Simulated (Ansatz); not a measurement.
Isomers of AlFH4SSi, relaxed with PBE0-D4/def2-TZVP in Ansatz; electronic energies, one conformer each and not always the lowest. Functionals use def2-TZVPP; CBS adds triple-zeta CCSD(T) − MP2 to the MP2 limit of def2-TZVPP and def2-QZVPP.

**Question.** Order them by energy at frozen-core CCSD(T)/CBS, lowest first. (Estimate.)
A. `[F][AlH][S][SiH3]`
B. `F[SiH]([AlH2])S`
C. `F[SiH2][S][AlH2]`
D. `[F][Al]([SiH3])[SH]`

**Answer.** A (0.0 kJ/mol), C (47.0 kJ/mol), D (51.1 kJ/mol), B (180.1 kJ/mol).

**Question.** How do B3LYP, r2SCAN-D4, B2PLYP, B3LYP-D4 place them (kJ/mol, against `[F][AlH][S][SiH3]`)? (An estimate is asked.)

**Answer.** Computed: 
```json
{"isomer": "`F[SiH]([AlH2])S`", "B3LYP": "174.8", "r2SCAN-D4": "168.2", "B2PLYP": "181.0", "B3LYP-D4": "172.5"}
{"isomer": "`[F][Al]([SiH3])[SH]`", "B3LYP": "43.2", "r2SCAN-D4": "47.4", "B2PLYP": "49.1", "B3LYP-D4": "46.8"}
{"isomer": "`F[SiH2][S][AlH2]`", "B3LYP": "46.9", "r2SCAN-D4": "46.5", "B2PLYP": "47.1", "B3LYP-D4": "45.8"}
```

B3LYP here is the variant with VWN-RPA as its local correlation; programs differ in this.
